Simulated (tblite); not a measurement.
Compound: C₆H₁₁BN₂.
Numbering: `[CH3:1][C:2]#[N+:3][BH2-:4][C@H:5]([C:6]#[N:7])[CH2:8][CH3:9]` (hydrogens: H10, H11, H12 on C1; H13, H14 on B4; H15 on C5; H16, H17 on C8; H18, H19, H20 on C9)
Bond orders are those of one Lewis drawing.

Computed with GFN2-xTB (tblite), gas phase: L-BFGS steps from a force-field or distance-geometry start until the largest atomic force falls under 0.01 eV/Å.

Step 61: E = -693.3584 eV
```
atom  x, y, z in Å  |  force x, y, z in eV/Å
C1      3.9073   -0.6944   -0.1166   -0.010  -0.018  -0.009
C2      2.6823   -0.0249   -0.4124   -0.020  -0.012  -0.001
N3      1.6917    0.5023   -0.6591    0.017   0.009   0.014
B4      0.3549    1.0511   -0.9389    0.013  -0.008   0.011
C5     -0.7001    0.2448    0.0781   -0.005   0.003   0.003
C6     -0.3667   -1.1428    0.1226   -0.007   0.002  -0.018
N7     -0.0331   -2.2417    0.1447    0.018   0.027  -0.009
C8     -2.1533    0.4560   -0.3683    0.013   0.005  -0.004
C9     -3.1575   -0.0693    0.6528    0.010   0.009   0.002
H10     4.1973   -0.5033    0.9168   -0.006   0.005  -0.006
H11     3.7604   -1.7657   -0.2553    0.003  -0.023   0.014
H12     4.6979   -0.3509   -0.7840   -0.017   0.017   0.000
H13     0.1453    0.8242   -2.0872   -0.013  -0.019  -0.011
H14     0.3955    2.2107   -0.6791   -0.005   0.012  -0.005
H15    -0.5788    0.6354    1.0957   -0.015   0.006   0.000
H16    -2.3124   -0.0483   -1.3242    0.015   0.033  -0.005
H17    -2.3107    1.5260   -0.5246    0.003  -0.024   0.010
H18    -2.9791    0.3766    1.6305   -0.016   0.002  -0.002
H19    -3.0722   -1.1506    0.7488   -0.006   0.016   0.013
H20    -4.1739    0.1756    0.3470    0.028  -0.042   0.003
```

Step 62: E = -693.3587 eV
```
atom  x, y, z in Å  |  force x, y, z in eV/Å
C1      3.9088   -0.6943   -0.1173   -0.017  -0.016  -0.014
C2      2.6827   -0.0255   -0.4113   -0.038  -0.004  -0.008
N3      1.6913    0.5011   -0.6575    0.046  -0.011   0.019
B4      0.3544    1.0493   -0.9386    0.027  -0.004   0.007
C5     -0.7006    0.2447    0.0779   -0.012  -0.002   0.006
C6     -0.3678   -1.1428    0.1220    0.006  -0.017  -0.005
N7     -0.0320   -2.2410    0.1468    0.012   0.033  -0.014
C8     -2.1533    0.4567   -0.3680    0.002   0.023  -0.013
C9     -3.1580   -0.0688    0.6521   -0.013   0.009   0.010
H10     4.2001   -0.5027    0.9155   -0.008   0.002  -0.003
H11     3.7625   -1.7660   -0.2566    0.007  -0.010   0.016
H12     4.6984   -0.3491   -0.7854   -0.023   0.012   0.001
H13     0.1455    0.8202   -2.0867   -0.011  -0.011  -0.007
H14     0.3970    2.2088   -0.6786   -0.012   0.016  -0.012
H15    -0.5800    0.6348    1.0957   -0.011   0.006   0.005
H16    -2.3131   -0.0435   -1.3262    0.016   0.025   0.008
H17    -2.3105    1.5271   -0.5213    0.003  -0.016   0.008
H18    -2.9838    0.3777    1.6306   -0.009   0.005  -0.014
H19    -3.0720   -1.1495    0.7502    0.000  -0.002   0.010
H20    -4.1746    0.1732    0.3440    0.033  -0.039   0.003
```

Step 63: E = -693.3591 eV
```
atom  x, y, z in Å  |  force x, y, z in eV/Å
C1      3.9057   -0.6962   -0.1156   -0.020  -0.008  -0.023
C2      2.6808   -0.0250   -0.4109   -0.040  -0.003  -0.010
N3      1.6909    0.5039   -0.6590    0.065  -0.028   0.022
B4      0.3537    1.0512   -0.9401    0.029   0.003   0.000
C5     -0.7001    0.2454    0.0759   -0.012  -0.002   0.007
C6     -0.3649   -1.1413    0.1184    0.010  -0.011   0.007
N7     -0.0246   -2.2380    0.1444    0.013   0.015  -0.018
C8     -2.1529    0.4558   -0.3685   -0.007   0.033  -0.015
C9     -3.1556   -0.0694    0.6534   -0.024   0.001   0.011
H10     4.1974   -0.5040    0.9172   -0.012  -0.001  -0.006
H11     3.7571   -1.7681   -0.2540    0.011   0.005   0.017
H12     4.6965   -0.3519   -0.7835   -0.034   0.002   0.008
H13     0.1435    0.8208   -2.0883   -0.005  -0.001   0.002
H14     0.3971    2.2105   -0.6780   -0.018   0.012  -0.021
H15    -0.5802    0.6349    1.0938   -0.007   0.005   0.009
H16    -2.3138   -0.0423   -1.3277    0.015   0.013   0.016
H17    -2.3112    1.5257   -0.5210    0.003   0.002   0.007
H18    -2.9827    0.3781    1.6318   -0.001   0.010  -0.021
H19    -3.0693   -1.1494    0.7533    0.009  -0.017   0.010
H20    -4.1726    0.1699    0.3457    0.022  -0.030  -0.001
```

Q: Estimate the geometry and energy of step 64. (The exact step hangs on the optimiser's Hessian estimate; all steps are aligned on step 63, rigid shifts and turns removed.)

A: E = -693.3596 eV, largest force 0.061 eV/Å
```
atom  x, y, z in Å  |  force x, y, z in eV/Å
C1      3.8993   -0.6993   -0.1121   -0.013  -0.008  -0.015
C2      2.6773   -0.0243   -0.4100   -0.029  -0.009  -0.007
N3      1.6907    0.5083   -0.6619    0.050  -0.029   0.018
B4      0.3536    1.0551   -0.9429    0.016   0.009  -0.005
C5     -0.6993    0.2468    0.0725   -0.005   0.001   0.009
C6     -0.3594   -1.1385    0.1125    0.019  -0.024   0.018
N7     -0.0115   -2.2328    0.1385    0.007   0.017  -0.022
C8     -2.1526    0.4544   -0.3697   -0.010   0.034  -0.008
C9     -3.1514   -0.0706    0.6562   -0.026  -0.007   0.004
H10     4.1915   -0.5068    0.9205   -0.017  -0.001  -0.007
H11     3.7466   -1.7709   -0.2490    0.015   0.008   0.014
H12     4.6914   -0.3574   -0.7795   -0.027  -0.004   0.003
H13     0.1404    0.8233   -2.0909    0.007   0.014   0.015
H14     0.3978    2.2141   -0.6778   -0.025   0.005  -0.033
H15    -0.5806    0.6352    1.0909    0.000   0.005   0.012
H16    -2.3149   -0.0427   -1.3290    0.012  -0.002   0.019
H17    -2.3128    1.5233   -0.5226    0.000   0.025   0.008
H18    -2.9778    0.3787    1.6336    0.005   0.010  -0.026
H19    -3.0640   -1.1502    0.7574    0.018  -0.026   0.013
H20    -4.1694    0.1650    0.3508    0.004  -0.019  -0.008
```

The energy changes by -0.0005 eV. The first-order estimate −F·Δx gives -0.0006 eV and the mean of the old and new forces, exact on a quadratic surface, -0.0005 eV. The step makes an angle of 81° with the force vector and moves no atom by more than 0.015 Å.

The cost below is that of the whole relaxation. The run took 4.3 s wall, 3.6 s CPU on one thread of an Intel Xeon at 2.50 GHz, shared host with 64 logical CPUs at a one-minute load of 54.
